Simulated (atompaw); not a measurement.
**technetium: one change to a PAW (atompaw) potential, before and after**

```
Element                 : technetium (Tc)
Generator               : atompaw 4.2.0.5
Type                    : PAW
Functional              : PBE
Relativity              : scalar-relativistic
Frozen core             : [Ar] 3d10
Valence charge          : 15
Reference configuration : 4s2 4p6 4d5 5s2 5p0
Partial waves           : 4s (bound): rc 1.85 bohr; 5s (bound): rc 2.30 bohr; 4p (bound): rc 1.90 bohr; 5p (bound, empty): rc 2.30 bohr; 4d (bound): rc 2.30 bohr; 4d channel at 1.35 Ry: rc 2.30 bohr
Local potential         : ultrasoft scheme with l = 3 at 0 Ry, radius 2.20 bohr
Core correction         : smooth core density matched at 1.20 bohr
Augmentation charge     : sinc compensation charge, radius 1.70 bohr; PAW radius 2.30 bohr; waves and projectors: custom rrkj gramschmidtortho
```

Change: all radii scaled by about 1.19 (s 2.20, p 2.26, d 2.74 bohr); local potential ultrasoft scheme with l = 3 at 0 Ry, radius 2.62 bohr; augmentation sinc compensation charge, radius 2.02 bohr; PAW radius 2.74 bohr; waves and projectors: custom rrkj gramschmidtortho; core correction smooth core density matched at 1.42 bohr.

Cutoffs: the cutoffs (Ry, on a coarse ladder) from which the occupation-weighted sum of valence levels, in a spherical-Bessel basis at the reference potential, stays within 10 and 1 mRy of its value at 400 Ry; they do not see the model core or the augmentation charge, which bear on the density cutoff.

Problem. What does the change do?

Solution. The potential gets softer (25 Ry and 40 Ry → 18 Ry and 30 Ry); neither file shows a bound ghost. A larger radius leaves more room for a smooth pseudo-wave, so fewer plane waves are needed.

| quantity | base | changed |
| --- | --- | --- |
| cutoff, loose | 25 Ry | 18 Ry |
| cutoff, tight | 40 Ry | 30 Ry |
| loose cutoff by channel (10 mRy a level) | s 15 Ry, p 21 Ry, d 15 Ry | s 10 Ry, p 15 Ry, d 12 Ry |
| bound ghosts | none | none |
| lowest overlap eigenvalue by channel | s 0.48, p 0.58, d 0.19 | s 0.51, p 0.65, d 0.86 |

 The cutoffs see the waves, projectors and local potential, not the compensation charge or the core.
